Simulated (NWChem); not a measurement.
# CH5AlSe; SMILES [AlH]([CH3])[SeH]

```xyz
8

Al    -0.6416    -1.0659     0.1217
H     -2.1688    -1.2232     0.5284
C      0.6183    -2.5628    -0.0144
H      0.2670    -3.2989    -0.7498
H      0.6963    -3.0917     0.9449
H      1.6273    -2.2540    -0.3079
Se     0.1172     1.1018    -0.3365
H     -1.2092     1.7075    -0.0743
```
Atoms are numbered in this order, from 1.

Results from NWChem. The geometry was optimised at B3LYP/6-31G* (spherical d). GIAO values for the isolated, static molecule; σ is the absolute isotropic shielding, δ = σ(reference) − σ with the isolated reference molecule computed at the same levels (13C: tetramethylsilane, 1H: tetramethylsilane). Spin-orbit effects, on the heavy nuclei and on their neighbours, are missing.

```csv
level,σ Al1 (ppm),δ H2 (ppm),δ C3 (ppm),δ H4 (rotor mean) (ppm),σ Se7 (ppm),δ H8 (ppm)
BHandHLYP/pcSseg-1,293.0,5.30,-6.5,-0.01,2014.1,1.48
KT2/pcSseg-1,280.8,5.85,-4.5,0.08,1916.8,1.84
PBE/pcSseg-1,259.0,5.86,-5.4,0.07,1880.3,1.81
```
